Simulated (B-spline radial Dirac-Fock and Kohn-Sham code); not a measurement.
# Kohn-Sham estimates against Dirac-Fock for the levels of Zr

System: atomic zirconium in the configuration [Kr] 4d2 5s2.

The density-functional columns are spherical, spin-unpolarised Dirac-Kohn-Sham results without Breit or QED terms: −ε is minus the orbital energy of the initial state and ΔSCF the difference of two total energies. The reference in the last column comes from relaxed Dirac-Fock hole states (ΔSCF) with Breit and QED corrections and a finite nucleus. All numbers are from a radial B-spline solver, in eV; a selection of levels is shown. For the 1s level of heavy atoms much of the gap between ΔSCF and the reference is the Breit and QED part, -46.4 eV here; for other levels the error of the functional can be larger.

| level | PBE0 −ε | LDA −ε | LDA ΔSCF | PBE −ε | PBE ΔSCF | Dirac-Fock |
| --- | --- | --- | --- | --- | --- | --- |
| K (1s) | 17890.6 | 17790.8 | 18046.3 | 17816.8 | 18073.1 | 18006.0 |
| L1 (2s) | 2497.2 | 2465.2 | 2507.7 | 2468.2 | 2510.5 | 2546.8 |
| L2 (2p1/2) | 2283.9 | 2258.4 | 2311.1 | 2259.4 | 2312.0 | 2317.1 |
| L3 (2p3/2) | 2197.8 | 2172.7 | 2223.4 | 2173.6 | 2224.1 | 2232.6 |
| M1 (3s) | 417.9 | 403.4 | 418.0 | 404.5 | 419.0 | 442.7 |
| M2 (3p1/2) | 338.0 | 326.4 | 341.1 | 326.8 | 341.4 | 356.5 |
| M3 (3p3/2) | 324.2 | 312.7 | 327.1 | 313.1 | 327.4 | 342.6 |
| M4 (3d3/2) | 183.6 | 176.3 | 191.3 | 176.1 | 191.0 | 190.9 |
| M5 (3d5/2) | 181.1 | 173.8 | 188.7 | 173.6 | 188.4 | 188.5 |
| N1 (4s) | 58.71 | 54.50 | 60.57 | 54.48 | 60.51 | 65.05 |
| N2 (4p1/2) | 36.48 | 33.73 | 39.37 | 33.66 | 39.27 | 39.10 |
| N3 (4p3/2) | 34.66 | 31.92 | 37.47 | 31.89 | 37.40 | 37.33 |
| N4,5 (4d) | 2.99 | 3.74 | 7.82 | 3.60 | 7.66 | 6.58 |
| O1 (5s) | 5.12 | 4.59 | 7.34 | 4.44 | 7.14 | 5.60 |

Question: Order the estimates of the K (1s) level by their distance from the Dirac-Fock value, nearest first.
A. PBE −ε
B. LDA ΔSCF
C. PBE ΔSCF
D. LDA −ε
E. PBE0 −ε

Answer: B (40.4 eV), C (67.1 eV), E (115.4 eV), A (189.2 eV), D (215.2 eV).

For the outermost level NIST gives 6.634126 eV (measured); the differences from it are PBE0 −ε -1.51, LDA −ε -2.05, LDA ΔSCF +0.71, PBE −ε -2.20, PBE ΔSCF +0.50, Dirac-Fock -1.03 eV.

Values without a named source are computed, but for edge energies of neutral atoms, which are taken from tables.
